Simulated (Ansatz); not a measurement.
`CC(C)[Si]Cl`. Charge 0, multiplicity 1. The structure was optimised at the PBE0-D4/def2-TZVP level. It is one conformer, not always the lowest.

```xyz
12

C    -0.672    1.068    0.466
C    -0.305   -0.402    0.330
C     1.194   -0.599    0.073
Si   -1.180   -1.423   -1.017
Cl   -0.945   -0.139   -2.654
H    -0.443    1.613   -0.452
H    -0.112    1.536    1.282
H    -1.736    1.208    0.677
H    -0.560   -0.926    1.263
H     1.781   -0.242    0.925
H     1.467   -1.651   -0.081
H     1.511   -0.042   -0.812
```

What is the dipole moment at r2SCAN/def2-TZVPP? (An estimate is asked.)

The calculation gave: 1.94 D, with components (0.66, 0.29, 1.80) D in this frame, pointing from negative to positive charge.

And with PBE, B3LYP, ωB97M-V? (An estimate is asked.)

Ansatz gave: PBE 1.87 D, B3LYP 1.89 D, ωB97M-V 1.88 D.

Give the Mulliken charges with r2SCAN, PBE, ωB97M-V in def2-TZVPP. (An estimate is asked.)

The calculation gave: 
| atom | r2SCAN | PBE | ωB97M-V |
| --- | --- | --- | --- |
| C1 | -0.16 | -0.26 | -0.31 |
| C2 | -0.02 | -0.04 | -0.17 |
| C3 | -0.18 | -0.27 | -0.34 |
| Si4 | 0.29 | 0.22 | 0.28 |
| Cl5 | -0.26 | -0.23 | -0.23 |
| H6 | 0.06 | 0.08 | 0.11 |
| H7 | 0.04 | 0.08 | 0.11 |
| H8 | 0.05 | 0.08 | 0.11 |
| H9 | 0.02 | 0.06 | 0.09 |
| H10 | 0.05 | 0.08 | 0.11 |
| H11 | 0.06 | 0.09 | 0.11 |
| H12 | 0.07 | 0.10 | 0.13 |

B3LYP here is the variant with VWN-RPA as its local correlation; programs differ in this.
